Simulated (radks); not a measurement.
Excited configurations of Sn27+: one electron is placed in a higher orbital outside [Ar] 3d4. The ground configuration is [Ar] 3d5. Method: Dirac Kohn-Sham, PBEsol, spin-unpolarised, spherical densities, point nucleus; open shells fill j = l - 1/2 first; computed with a radial shooting solver on a logarithmic mesh with Libxc functionals. Excitation = E - E(ground); binding = E(ion) - E, where the ion is the core of charge +28; n* = 28/sqrt(2 binding) in atomic units. These energies are relativistic, and a one-electron ion of charge +28 with no core already has n* below n in this formula (Dirac formula, point nucleus: 4d3/2 3.993, 4f5/2 3.997, 5s1/2 4.982, 5p1/2 4.982, 6d3/2 5.992, 6f5/2 5.996, 7s1/2 6.981, 7d3/2 6.992, 7f5/2 6.995). The quantum defect is therefore taken as that value minus n*, so that it holds no relativistic shift of the bare ion.

4d3/2: excitation (eV) 727.43; binding (eV) 776.21; n* 3.707; quantum defect 0.286
4f5/2: excitation (eV) 801.39; binding (eV) 702.25; n* 3.897; quantum defect 0.100
5s1/2: excitation (eV) 961.24; binding (eV) 542.40; n* 4.435; quantum defect 0.547
5p1/2: excitation (eV) 982.54; binding (eV) 521.10; n* 4.524; quantum defect 0.458
6d3/2: excitation (eV) 1176.5; binding (eV) 327.10; n* 5.711; quantum defect 0.282
6f5/2: excitation (eV) 1194.3; binding (eV) 309.31; n* 5.873; quantum defect 0.123
7s1/2: excitation (eV) 1245.8; binding (eV) 257.88; n* 6.431; quantum defect 0.550
7d3/2: excitation (eV) 1266.5; binding (eV) 237.15; n* 6.707; quantum defect 0.285
7f5/2: excitation (eV) 1277.2; binding (eV) 226.43; n* 6.864; quantum defect 0.132

The Delta-SCF ionisation energy is 1503.6 eV (NIST Atomic Spectra Database: 1508 eV, theoretical). Self-interaction in the functional shifts the binding energies and quantum defects, so they are the method's values and not measured ones. Spin polarisation and multiplet splitting are left out, so open shells lie too high by an amount that depends on their filling.

Beside tabulated values, note that spin-unpolarised runs miss the spin-polarisation part of the exchange energy of open shells.
